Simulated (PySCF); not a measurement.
Computed IR spectrum (relative IR intensity) of a molecule C₃H₁₀OSi. Geometry: B3LYP-D3(BJ)/def2-SVP. The values are those of a single conformer. All values below come from B3LYP-D3(BJ)/def2-SVP run with PySCF. Frequencies are harmonic and unscaled.

| ν (cm⁻¹) | relative intensity |
|---|---|
| 144 | 2.6 |
| 191 | 42 |
| 222 | 6.0 |
| 237 | 3.9 |
| 312 | 9.9 |
| 384 | 3.5 |
| 583 | 17 |
| 650 | 24 |
| 734 | 25 |
| 826 | 60 |
| 886 | 15 |
| 895 | 2.1 |
| 914 | 100 |
| 929 | 41 |
| 955 | 46 |
| 981 | 2.6 |
| 1025 | 13 |
| 1105 | 3.7 |
| 1469 | 2.4 |
| 1479 | 8.8 |
| 2184 | 82 |
| 2238 | 55 |
| 2993 | 9.7 |
| 3012 | 15 |
| 3014 | 15 |
| 3084 | 26 |
| 3097 | 12 |
| 3107 | 9.8 |
| 3877 | 40 |

### Question
Pick the molecule that these values belong to.
A. CC[SiH2]CO
B. COCC[SiH3]
C. CC(C)[SiH2]O
D. OCCC[SiH3]

### Answer
C, CC(C)[SiH2]O
